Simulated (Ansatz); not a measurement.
Total energies of C₂H₈B₂S.

```xyz
13

B     1.5063    0.8860    1.0834
S     0.6281   -0.8021    1.0572
C    -0.6707   -0.0193   -0.0341
B     0.7793    0.1637   -0.5610
C    -1.6400   -0.9756   -0.6653
H     0.8648    1.7413    1.6217
H     2.6859    0.8056    1.2416
H    -1.1234    0.8044    0.5146
H     1.3258    1.2909   -0.2048
H     1.3292   -0.2610   -1.5237
H    -2.3631   -1.3705    0.0519
H    -1.1240   -1.8142   -1.1366
H    -2.1981   -0.4493   -1.4449
```

The species carries charge 0 and has multiplicity 1. The bonds changed during the relaxation, so this is another structure than the one it started from. The geometry is a stationary point of PBE0-D4/def2-TZVP. It is one conformer, not always the lowest. Basis def2-TZVPP, Ansatz 0.2.0.

RPA on PBE orbitals: Hartree–Fock energy of these orbitals -527.28277 Eh, correlation -1.31380 Eh (frozen core).

```csv
functional,energy without D4 (Eh),D4 term (kJ/mol)
BLYP,-528.88795,-63.6
ωB97M-V,-528.87818,–
```

Task: Give the same for LDA (SPW92), PBE, revPBE, r2SCAN, B97M-V, PBE0, B3LYP, r2SCANh, r2SCAN0, HSE06 (plane-wave form), BHLYP, CAM-B3LYP, LC-ωPBE, ωB97X-V, B2PLYP, PBE-QIDH. (An estimate is asked.)

Result: The calculation gave: 
```tsv
functional	energy without D4 (Eh)	D4 term (kJ/mol)
LDA (SPW92)	-526.27343	–
PBE	-528.60996	-28.4
revPBE	-528.87189	-91.4
r2SCAN	-528.87177	-6.9
B97M-V	-528.91040	–
PBE0	-528.67420	-23.8
B3LYP	-529.01086	-45.9
r2SCANh	-528.86694	-7.3
r2SCAN0	-528.86067	-8.0
HSE06 (plane-wave form)	-528.65749	-22.1
BHLYP	-528.89310	-33.9
CAM-B3LYP	-528.90005	-23.9
LC-ωPBE	-528.78064	–
ωB97X-V	-528.89028	–
B2PLYP	-528.71734	–
PBE-QIDH	-528.57045	–
```

B3LYP takes the VWN-RPA correlation (the form of Gaussian; ORCA's B3LYP/G). HSE06 is the plane-wave form, built on full-range PBE exchange. The double hybrids freeze the cores in their second-order part.

LC-ωPBE has ω = 0.4 bohr⁻¹.
